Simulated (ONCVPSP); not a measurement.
# Varying the ONCV potential for manganese

Base potential:

| Item | Value |
| --- | --- |
| Element | Mn |
| Generator | ONCVPSP 4.0.1 |
| Type | optimised norm-conserving Vanderbilt (ONCV) |
| Functional | PBE |
| Relativity | fully relativistic |
| Frozen core | [Ne] |
| Valence charge | 15 |
| Reference configuration | 3s2 3p6 3d5 4s1.5 4p0.5 |
| Partial waves | 3s+4s: rc 1.35 bohr, ncon 4, nbas 8, qcut 8.8 1/bohr, 2 projectors; 3p+4p: rc 1.75 bohr, ncon 5, nbas 8, qcut 6.8 1/bohr, 2 projectors; 3d: rc 0.95 bohr, ncon 5, nbas 8, qcut 11.6 1/bohr, 2 projectors, debl 3.1 Ha |
| Local potential | polynomial inside 0.80 bohr (lpopt 5, dvloc0 2 Ha) |
| Core correction | Teter function, fcfact 2, rcfact 1.45 |

Open shells are filled in proportion to 2j + 1.

All-electron outer shells of the reference configuration (PBE, scalar-relativistic, ld1.x):

```json
{"shell": "2s", "level (eV)": "-744.76", "outermost node (bohr)": "0.08", "outermost maximum (bohr)": "0.23"}
{"shell": "2p", "level (eV)": "-631.00", "outermost node (bohr)": "–", "outermost maximum (bohr)": "0.19"}
{"shell": "3s", "level (eV)": "-86.73", "outermost node (bohr)": "0.34", "outermost maximum (bohr)": "0.74"}
{"shell": "3p", "level (eV)": "-55.44", "outermost node (bohr)": "0.31", "outermost maximum (bohr)": "0.75"}
{"shell": "3d", "level (eV)": "-7.59", "outermost node (bohr)": "–", "outermost maximum (bohr)": "0.76"}
{"shell": "4s", "level (eV)": "-5.63", "outermost node (bohr)": "1.05", "outermost maximum (bohr)": "2.47"}
{"shell": "4p", "level (eV)": "-1.77", "outermost node (bohr)": "1.16", "outermost maximum (bohr)": "3.34"}
```

Cutoffs, loose and tight: the cutoffs (Ha) at which the residual kinetic energy of the hardest occupied pseudo-wave falls to 1 and 0.1 mHa per electron. They do not see the model core or the augmentation charge, which bear on the density cutoff. Test errors are all-electron minus pseudo excitation energies from the reference, over the configurations 3s2 3p6 3d5 4s2 4p0; 3s2 3p6 3d5 4s1 4p0; 3s2 3p6 3d5 4s0 4p0; 3s2 3p5 3d5 4s2 4p0. A dash means not determined; rows that change the core or the reference have their own tests.

| change | outcome | cutoff, loose | cutoff, tight | bound ghosts | GHOST(+) flags above zero | largest test error (meV) |
| --- | --- | --- | --- | --- | --- | --- |
| base | generated | 203 Ha | 246 Ha | none | none | +77 |
| p: qcut 4.3 | generated | 203 Ha | 246 Ha | none | p3/2, p1/2 | +199 |
| p: qcut 5.3 | generated | 203 Ha | 246 Ha | none | p3/2, p1/2 | +144 |
| p: qcut 6.4 | generated | 203 Ha | 246 Ha | none | none | +90 |
| p: qcut 7.1 | generated | 203 Ha | 246 Ha | none | none | +68 |
| p: qcut 8.2 | generated | 203 Ha | 246 Ha | none | none | +46 |
| p: qcut 9.2 | generated | 203 Ha | 246 Ha | none | p1/2 | +36 |
| p: qcut 10.3 | generated | 203 Ha | 246 Ha | none | none | +32 |

Reading the sweep of the qcut of the p channel (base included, trends over the rows without a ghost): The loose cutoff stays near 203 Ha. The median size of the test errors (rows with all tests solved) stays near 0.7 meV.
